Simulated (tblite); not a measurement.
CF3SO3SiMe3, C4H9F3O3SSi.
Cartesian coordinates in Å at the GFN2-xTB level; atoms count from 1:
```xyz
21
C4H9F3O3SSi angstrom
C     -0.3376    1.4843   -1.1614
Si    -0.9451    0.0292   -0.1040
C     -1.4499   -1.5017   -1.1071
C     -2.2064    0.5330    1.2230
O      0.3372   -0.4527    0.9117
S      1.6464   -0.9979    0.3562
O      1.7238   -0.8570   -1.0559
O      1.9873   -2.2363    0.9534
C      2.7714    0.3018    1.0879
F      2.4056    1.5014    0.6341
F      2.6744    0.3163    2.4126
F      4.0421    0.1022    0.7573
H      0.0327    2.2999   -0.5436
H     -1.1256    1.8820   -1.7938
H      0.4790    1.1637   -1.8035
H     -1.7472   -2.3214   -0.4561
H     -0.6069   -1.8442   -1.7019
H     -2.2774   -1.3014   -1.7811
H     -1.8525    1.3693    1.8190
H     -2.4215   -0.2848    1.9046
H     -3.1388    0.8313    0.7575
```

Calculated harmonic vibrations of the isolated species, GFN2-xTB (tblite), most abundant isotopes, no scaling. Against measured fundamentals such values can be off by several per cent, at times by over 20. One conformer, not necessarily the lowest.

Harmonic wavenumbers (cm⁻¹): 32.3, 37.8, 45.3, 104.7, 105.5, 112.8, 117.8, 130.9, 145.0, 154.0, 163.4, 180.2, 201.5, 205.0, 270.1, 292.2, 303.9, 390.1, 462.3, 475.2, 491.0, 523.9, 610.3, 672.1, 676.5, 752.8, 754.3, 768.9, 801.7, 802.5, 853.9, 857.8, 875.9, 886.7, 1093.9, 1111.2, 1126.9, 1177.9, 1322.0, 1362.4, 1365.1, 1370.1, 1455.0, 1456.7, 1458.3, 1461.5, 1467.6, 1472.6, 3019.2, 3024.3, 3036.3, 3038.3, 3041.5, 3044.5, 3050.1, 3052.1, 3069.6.

A = 1195, B = 530.3, C = 487.3 MHz; mass 221.999 u (most abundant isotopes); point group C1, symmetry number 1.

Q: What is the zero-point energy?

A: Half the sum of the wavenumbers: 30168 cm⁻¹ = 86.25 kcal/mol.

Q: What is S at 298.15 K and 1 bar for an ideal gas of classical rigid rotors and harmonic oscillators?

A: Translation 42.12, rotation 31.32, vibration 57.97: S = 131.4 cal/(mol K).

Q: And Cp and H(298.15 K) − H(0)?

A: Cp = 56.94 cal/(mol K), of which vibrations give 48.99 (their classical limit is 57 R = 113.3); H(298.15 K) − H(0) = 10.85 kcal/mol without the zero-point energy, 8.48 from vibrations.

Q: Blend soft modes into free rotors: weight 1/[1 + (100 cm⁻¹/ν̃)⁴] for the oscillator and the rest for a rotor with moment μB/(μ + B), μ = h/(8π²ν), B = 10⁻⁴⁴ kg m². What vibrational entropy results?

A: 52.45 cal/(mol K) in place of 57.97, which changes −T·S at 298.15 K by +1.64 kcal/mol.

Q: Which modes carry the vibrational entropy at 298.15 K?

A: 32.3 cm⁻¹: 5.68; 37.8 cm⁻¹: 5.37; 45.3 cm⁻¹: 5.01; 104.7 cm⁻¹: 3.36; 105.5 cm⁻¹: 3.35; 112.8 cm⁻¹: 3.22 cal/(mol K); the other 51 give 31.97 together.

Hindered rotation and anharmonicity are outside this model. Other conformers, if any are populated, would add a mixing term that is left out. The structure is chiral; the term R ln 2 for an equal mix with its mirror image is left out.
